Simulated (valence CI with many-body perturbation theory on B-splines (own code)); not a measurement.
# E1 transitions of Cd XLIV

Method: configuration interaction combined with many-body perturbation theory (CI+MBPT): three valence electrons over a frozen Dirac-Fock core [He], radial functions for each j: 11 s, 11 p, 9 d, 7 f, 5 g, 2 h, 1 i, with the one-electron correlation potential Σ1 (screened to all orders), the two-electron term Σ2, the three-electron term Σ3, Breit, model QED; selected single and double excitations, second order for the rest (own B-spline code, finite nucleus).

The last digits are not significant, and no measured levels were compared; by estimate large intervals hold to a few tenths of a per cent, small ones and those within an open d or f shell to about a per cent.

Lines 201 to 250 of 272 in falling wavelength, among levels below 37309 × 10³ cm⁻¹, chosen from the strongest by gf and those to the six lowest levels. Wavelengths and rates use the calculated energies. Electric multipoles are in the length gauge, E1 and E2 with the static RPA response of the core. Weak lines are less certain than strong ones. Lines between different terms over intervals too small for the method are left out, as are lines whose strength nearly cancels. The highest levels of a list are the least certain.

Levels are named by their leading jj configuration (3d3/2^4 stands for four electrons in 3d with j = 3/2), which in mixed levels can hold well under half, so a name can repeat and another be missing. Letters in brackets count levels of one name in rising energy.

```
λ vac (Å)                          Upper                       Lower   A (s⁻¹)  log gf  Branch %
    3.002     (2s 2p3/2 3d3/2) J=5/2 [a]  (2s 2p1/2 2p3/2) J=3/2 [a]  1.15e+14   -0.03      39.8
    3.001     (2s 2p3/2 3p1/2) J=3/2 [a]          (2s^2 2p3/2) J=3/2  2.59e+13   -0.85      98.7
    3.000     (2s 2p3/2 3d3/2) J=3/2 [a]  (2s 2p1/2 2p3/2) J=3/2 [a]  2.13e+14    0.06      64.0
    2.999         (2s 2p3/2 3p1/2) J=5/2          (2s^2 2p3/2) J=3/2  5.99e+13   -0.31      99.4
    2.999         (2s 2p1/2 3d5/2) J=3/2          (2s 2p1/2^2) J=1/2  4.94e+12   -1.57       2.1
    2.999     (2s 2p3/2 3d3/2) J=1/2 [a]  (2s 2p1/2 2p3/2) J=3/2 [a]  2.85e+14   -0.12      94.9
    2.998     (2s 2p3/2 3d5/2) J=7/2 [a]      (2s 2p1/2 2p3/2) J=5/2  2.24e+13   -0.62       6.0
    2.995         (2s 2p1/2 3p1/2) J=3/2          (2s^2 2p1/2) J=1/2  1.52e+13   -1.09      37.3
    2.994     (2s 2p3/2 3d5/2) J=5/2 [b]  (2s 2p1/2 2p3/2) J=3/2 [b]  5.77e+12   -1.33       1.5
    2.994  (2p1/2 2p3/2 3p1/2) J=3/2 [b]  (2s 2p1/2 2p3/2) J=3/2 [b]  1.99e+13   -0.97      21.1
    2.992     (2s 2p3/2 3d5/2) J=3/2 [b]  (2s 2p1/2 2p3/2) J=3/2 [b]  9.61e+11   -2.29       0.4
    2.986  (2p1/2 2p3/2 3p1/2) J=3/2 [a]      (2s 2p1/2 2p3/2) J=5/2  5.93e+12   -1.50       6.8
    2.983      (2p1/2 2p3/2 3p1/2) J=5/2      (2s 2p1/2 2p3/2) J=5/2  1.71e+13   -0.86       6.4
    2.981     (2s 2p1/2 3p1/2) J=1/2 [b]          (2s^2 2p1/2) J=1/2  3.42e+13   -1.04      95.7
    2.981          (2p1/2^2 3p1/2) J=1/2          (2s 2p1/2^2) J=1/2  2.34e+13   -1.21      72.5
    2.975  (2p1/2 2p3/2 3p3/2) J=5/2 [a]  (2s 2p1/2 2p3/2) J=3/2 [b]  3.13e+12   -1.60       4.2
    2.974  (2p1/2 2p3/2 3p3/2) J=1/2 [a]      (2s 2p1/2 2p3/2) J=1/2  4.80e+13   -0.90      60.8
    2.973     (2s 2p3/2 3d3/2) J=5/2 [b]      (2s 2p1/2 2p3/2) J=5/2  1.29e+13   -0.99      17.1
    2.972  (2p1/2 2p3/2 3p3/2) J=1/2 [a]  (2s 2p1/2 2p3/2) J=3/2 [b]  9.85e+12   -1.58      12.5
    2.971         (2s 2p3/2 3d5/2) J=1/2  (2s 2p1/2 2p3/2) J=3/2 [a]  6.23e+12   -1.78       2.3
    2.970  (2p1/2 2p3/2 3p3/2) J=3/2 [a]      (2s 2p1/2 2p3/2) J=1/2  3.04e+13   -0.79      37.2
    2.970     (2s 2p3/2 3d5/2) J=7/2 [b]      (2s 2p1/2 2p3/2) J=5/2  5.05e+12   -1.27       4.9
    2.969      (2p1/2 2p3/2 3p1/2) J=1/2  (2s 2p1/2 2p3/2) J=3/2 [a]  2.07e+13   -1.26      27.2
    2.969  (2p1/2 2p3/2 3p3/2) J=3/2 [a]  (2s 2p1/2 2p3/2) J=3/2 [b]  2.84e+13   -0.82      34.8
    2.967          (2p1/2^2 3d3/2) J=3/2          (2s^2 2p3/2) J=3/2  2.04e+12   -1.97       4.3
    2.966  (2p1/2 2p3/2 3p1/2) J=3/2 [a]  (2s 2p1/2 2p3/2) J=3/2 [a]  1.88e+13   -1.00      21.6
    2.963      (2p1/2 2p3/2 3p1/2) J=5/2  (2s 2p1/2 2p3/2) J=3/2 [a]  3.18e+12   -1.60       1.2
    2.962     (2s 2p3/2 3p3/2) J=3/2 [a]          (2s^2 2p3/2) J=3/2  9.81e+13   -0.29      97.9
    2.962  (2p1/2 2p3/2 3p1/2) J=3/2 [b]      (2s 2p1/2 2p3/2) J=5/2  5.44e+13   -0.54      57.7
    2.961         (2s 2p3/2 3p1/2) J=1/2          (2s^2 2p3/2) J=3/2  4.03e+13   -0.97      93.7
    2.960  (2p1/2 2p3/2 3p3/2) J=3/2 [b]      (2s 2p1/2 2p3/2) J=1/2  2.04e+13   -0.97      24.8
    2.959     (2s 2p1/2 3p3/2) J=3/2 [a]          (2s^2 2p1/2) J=1/2  3.35e+13   -0.75      98.8
    2.959     (2s 2p3/2 3p1/2) J=3/2 [b]          (2s^2 2p3/2) J=3/2  2.62e+12   -1.86      56.0
    2.959  (2p1/2 2p3/2 3p3/2) J=3/2 [b]  (2s 2p1/2 2p3/2) J=3/2 [b]  2.69e+13   -0.85      32.6
    2.956     (2s 2p3/2 3d3/2) J=3/2 [b]  (2s 2p1/2 2p3/2) J=3/2 [a]  1.19e+12   -2.21       0.4
    2.953  (2p1/2 2p3/2 3p3/2) J=5/2 [b]  (2s 2p1/2 2p3/2) J=3/2 [b]  3.77e+13   -0.53      47.2
    2.953     (2s 2p3/2 3p3/2) J=5/2 [a]          (2s^2 2p3/2) J=3/2  6.87e+13   -0.27      96.8
    2.952     (2s 2p3/2 3p3/2) J=1/2 [a]          (2s^2 2p3/2) J=3/2  1.17e+14   -0.51      96.0
    2.949         (2s 2p1/2 3p3/2) J=1/2          (2s^2 2p1/2) J=1/2  9.91e+13   -0.59      96.2
    2.949          (2p1/2^2 3d5/2) J=5/2          (2s^2 2p3/2) J=3/2  1.89e+12   -1.83       0.9
    2.944  (2p1/2 2p3/2 3p3/2) J=1/2 [b]  (2s 2p1/2 2p3/2) J=3/2 [b]  5.66e+13   -0.83      75.1
    2.944     (2s 2p1/2 3p3/2) J=3/2 [b]          (2s^2 2p1/2) J=1/2  7.69e+13   -0.40      98.7
    2.944  (2p1/2 2p3/2 3p3/2) J=5/2 [a]      (2s 2p1/2 2p3/2) J=5/2  2.85e+12   -1.65       3.8
    2.943  (2p1/2 2p3/2 3p1/2) J=3/2 [b]  (2s 2p1/2 2p3/2) J=3/2 [a]  6.01e+12   -1.51       6.4
    2.939        (2s 2p3/2 3s) J=3/2 [b]          (2s 2p1/2^2) J=1/2  3.84e+12   -1.70      12.7
    2.938  (2p1/2 2p3/2 3p3/2) J=3/2 [a]      (2s 2p1/2 2p3/2) J=5/2  7.82e+12   -1.39       9.6
    2.934      (2p1/2 2p3/2 3p3/2) J=7/2      (2s 2p1/2 2p3/2) J=5/2  6.50e+13   -0.17      99.2
    2.932          (2p1/2^2 3p3/2) J=3/2          (2s 2p1/2^2) J=1/2  6.21e+13   -0.49      90.4
    2.928  (2p1/2 2p3/2 3p3/2) J=3/2 [b]      (2s 2p1/2 2p3/2) J=5/2  1.12e+13   -1.24      13.6
    2.925     (2s 2p3/2 3p3/2) J=5/2 [b]          (2s^2 2p3/2) J=3/2  1.47e+13   -0.95      71.9
```

(1) How does gf follow from A for the line at 2.934 Å?

Results:

(1) gf = 1.4992 × (2J+1)_upper × A / σ², with σ = 34088060 cm⁻¹ and 2J+1 = 8: gf = 0.671.
